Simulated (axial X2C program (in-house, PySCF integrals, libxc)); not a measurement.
## Potential curves of BiAs, with spin–orbit coupling

All values were computed with an in-house all-electron X2C program for linear molecules (integrals from PySCF). Two-component (2c) means X2C with spin–orbit coupling and atomic mean-field two-electron Coulomb and Gaunt terms. Basis: Bi dyall-cv3z [12s14p10d6f1g], As dyall-cv3z [9s9p6d4f1g] (cores contracted in-house); Gaussian nuclei, density fitting, unrestricted open shells. Masses: Bi 208.980 u, As 74.922 u.

State: Ω = 0 (closed shell). Energies in eV from the fragments at the same level (Bi + As). Fits are polynomials in 1 − R0/R over 0.85 to 1.23 times the lowest point R0.

```json
{"R (Å)": "2.1649", "PW91": "-2.2520"}
{"R (Å)": "2.2363", "PW91": "-2.6241"}
{"R (Å)": "2.3076", "PW91": "-2.8309"}
{"R (Å)": "2.3790", "PW91": "-2.9122"}
{"R (Å)": "2.4623", "PW91": "-2.8884"}
{"R (Å)": "2.5455", "PW91": "-2.7731"}
{"R (Å)": "2.6526", "PW91": "-2.5353"}
{"R (Å)": "2.7834", "PW91": "-2.1677"}
```

The state is one determinant whose occupation by symmetry is held fixed; it was picked as the lowest of a PBE0 search that is not exhaustive. Closed shells are restricted here (equal orbitals for both partners); the stretched side of such a curve lies too high. Dissociation energies refer to the lowest single-determinant-based atoms at the same level and basis.

Task: What are Re, ωe and De at the PW91 level?

Result: At PW91, 2c: Re = 2.402 Å, ωe ≈ 289 cm⁻¹, De = 2.92 eV to Bi + As; Be follows as 0.053 cm⁻¹.
